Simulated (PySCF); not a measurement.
Input file for PySCF: R-B3LYP/LANL2DZ on GeH4O2 (SMILES [OH][GeH2][OH]), a point of a torsion scan.

```python
from pyscf import gto, scf, dft, mp
from pyscf.data.elements import chemcore

mol = gto.M(
    atom='''
    O     1.51154257    0.52531951    0.29177369
    Ge    0.11640136   -0.45509719    0.05659557
    O    -1.04218432    0.67112375   -0.60947502
    H     1.39089937    1.43668589    0.02976332
    H     0.43136544   -1.53832320   -0.93701630
    H    -0.35616605   -0.97471125    1.38569482
    H    -1.91218295    0.34747981   -0.82575105
    ''',
    basis='lanl2dz',
    ecp={'Ge': 'lanl2dz'},
    charge=0, spin=0, verbose=3, max_memory=1800)
mf = dft.RKS(mol, xc='b3lyp')
mf.conv_tol = 1e-8
mf.max_cycle = 100
mf.kernel()
if not mf.converged:
    mf = mf.newton().run(mf.mo_coeff, mf.mo_occ)
```

The log:

```
converged SCF energy = -156.640055307298
```

The calculation finished and met its thresholds.

Cost: very roughly 4 core-seconds.
